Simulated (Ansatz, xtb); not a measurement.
Relative energy of two isomers of C6H6OS

Structure X is `Oc1ccc(S)cc1`, a singlet and structure Y is `Oc1cccc(S)c1`, a singlet. Both are isolated molecules in the gas phase, relaxed with B3LYP/def2-SVP; the shapes shown needn't be the lowest conformers.

X (Å):

```yaml
atoms:
  - { symbol: C, position_ang: [-0.3942, -0.3953, -1.3454] }
  - { symbol: C, position_ang: [0.4594, 0.6918, -1.1073] }
  - { symbol: C, position_ang: [0.8679, 0.9941, 0.1892] }
  - { symbol: C, position_ang: [0.4371, 0.2206, 1.2816] }
  - { symbol: C, position_ang: [-0.4153, -0.8646, 1.0384] }
  - { symbol: C, position_ang: [-0.8273, -1.1697, -0.2621] }
  - { symbol: O, position_ang: [-0.7635, -0.6463, -2.6299] }
  - { symbol: S, position_ang: [1.0117, 0.6773, 2.9087] }
  - { symbol: H, position_ang: [-1.3472, -1.4157, -2.6534] }
  - { symbol: H, position_ang: [0.7943, 1.2929, -1.9551] }
  - { symbol: H, position_ang: [1.5333, 1.8456, 0.3541] }
  - { symbol: H, position_ang: [0.3531, -0.2877, 3.5878] }
  - { symbol: H, position_ang: [-0.7681, -1.4861, 1.8653] }
  - { symbol: H, position_ang: [-1.4935, -2.0220, -0.4312] }
```

Y (Å):

| atom | x (Å) | y (Å) | z (Å) |
| --- | --- | --- | --- |
| C | -0.0046 | -0.4793 | -1.2936 |
| C | 0.8545 | 0.6035 | -1.0519 |
| C | 0.9833 | 1.0901 | 0.2473 |
| C | 0.2755 | 0.5227 | 1.3121 |
| C | -0.5824 | -0.5596 | 1.0679 |
| C | -0.7198 | -1.0582 | -0.2376 |
| O | -0.1081 | -0.9302 | -2.5698 |
| S | -1.5308 | -1.3564 | 2.3477 |
| H | -0.7258 | -1.6725 | -2.6030 |
| H | 1.4030 | 1.0409 | -1.8877 |
| H | 1.6520 | 1.9332 | 0.4405 |
| H | 0.3925 | 0.9216 | 2.3219 |
| H | -1.0980 | -0.5861 | 3.3700 |
| H | -1.3876 | -1.9029 | -0.4352 |

Q: Estimate which is lower in electronic energy at CCSD(T)/def2-SVP + ΔMP2/def2-TZVPP, and by roughly how much.

A: CCSD(T)/def2-SVP + ΔMP2/def2-TZVPP gives E(Y) − E(X) = −0.99 kcal/mol, slightly favouring structure Y, which is too small a margin to settle the true order.

The same difference at several levels:

```json
{"level": "GFN2-xTB", "geometry": "GFN2-xTB", "E(Y) − E(X) (kcal/mol)": "−0.76", "departure from the last row (kcal/mol)": "+0.24", "job, with rough time for the two": "optimisation, 0.33 s"}
{"level": "HF/STO-3G", "geometry": "GFN2-xTB", "E(Y) − E(X) (kcal/mol)": "−1.05", "departure from the last row (kcal/mol)": "−0.05", "job, with rough time for the two": "single point, 1.2 s"}
{"level": "r2SCAN-D4/def2-SVP", "geometry": "GFN2-xTB", "E(Y) − E(X) (kcal/mol)": "−1.41", "departure from the last row (kcal/mol)": "−0.41", "job, with rough time for the two": "single point, 15 s"}
{"level": "B3LYP/def2-SVP", "geometry": "B3LYP/def2-SVP", "E(Y) − E(X) (kcal/mol)": "−1.12", "departure from the last row (kcal/mol)": "−0.13", "job, with rough time for the two": "optimisation, 81 s"}
{"level": "HF/def2-SVP", "geometry": "B3LYP/def2-SVP", "E(Y) − E(X) (kcal/mol)": "−1.38", "departure from the last row (kcal/mol)": "−0.39", "job, with rough time for the two": "part of the CCSD(T) run"}
{"level": "MP2/def2-SVP", "geometry": "B3LYP/def2-SVP", "E(Y) − E(X) (kcal/mol)": "−0.90", "departure from the last row (kcal/mol)": "+0.09", "job, with rough time for the two": "part of the CCSD(T) run"}
{"level": "CCSD(T)/def2-SVP", "geometry": "B3LYP/def2-SVP", "E(Y) − E(X) (kcal/mol)": "−1.04", "departure from the last row (kcal/mol)": "−0.04", "job, with rough time for the two": "single point"}
{"level": "CCSD(T)/def2-SVP + ΔMP2/def2-TZVPP", "geometry": "B3LYP/def2-SVP", "E(Y) − E(X) (kcal/mol)": "−0.99", "departure from the last row (kcal/mol)": "", "job, with rough time for the two": "single point, 5.1 min"}
```

As drawn, both hold the same kinds of bond in the same numbers.

The largest departure from CCSD(T)/def2-SVP + ΔMP2/def2-TZVPP is that of r2SCAN-D4/def2-SVP, 0.41 kcal/mol. The last row adds to CCSD(T) the change of the MP2 difference between the two basis sets, here +0.04 kcal/mol.

With thermal terms from frequencies at re-optimised GFN2-xTB minima (ideal gas, soft modes damped towards free rotors, one conformer each, 298.15 K, 1 atm): on the last row, ΔE + ΔZPE = −0.93, ΔH = −0.97, ΔG = −0.89 kcal/mol.

The correlated steps freeze 12 core orbitals. Run with Ansatz 0.2.0, xtb 6.7.1; the last row on 2 threads of Arm Neoverse N1 on a shared host.
